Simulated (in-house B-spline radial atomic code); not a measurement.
The copper ion Cu²⁺ is squeezed into an impenetrable sphere of radius R (the orbitals vanish at R). Caution: exact exchange at fractional occupations of open shells leaves self-interaction of up to several eV. Method: non-relativistic PBE0, spin-polarised, spherical fractional occupations, point nucleus. Calculated with a B-spline radial code for spherical atoms.

Energies in eV above the free ion in [Ar] 3d9:

```csv
R (bohr),highest level (eV),[Ar] 3d9,[Ne] 3s2 3p5 3d10,-dE/dV in [Ar] 3d9 (GPa)
7.46,-30.8,2.727e-05,68.77,0.000114
5.82,-30.8,0.002207,68.77,0.0148
5.17,-30.8,0.01207,68.78,0.101
4.42,-30.7,0.08245,68.85,0.92
3.74,-30.2,0.4546,69.22,6.97
3.21,-29.2,1.701,70.49,35.5
2.76,-26.9,5.29,74.22,153
2.04,-14.6,37.41,107.9,2280
1.99,-12.8,43.41,114.2,2830
1.41,37,296.8,373.7,47100
```

(1) Does [Ne] 3s2 3p5 3d10 fall below [Ar] 3d9 under compression?

The highest level is first positive in the row R = 1.41 bohr, pushed up by confinement above the zero of the free ion's potential. Each configuration is held fixed and needn't be the lowest in the sphere.

Answers

(1) No, it stays above over the whole range.
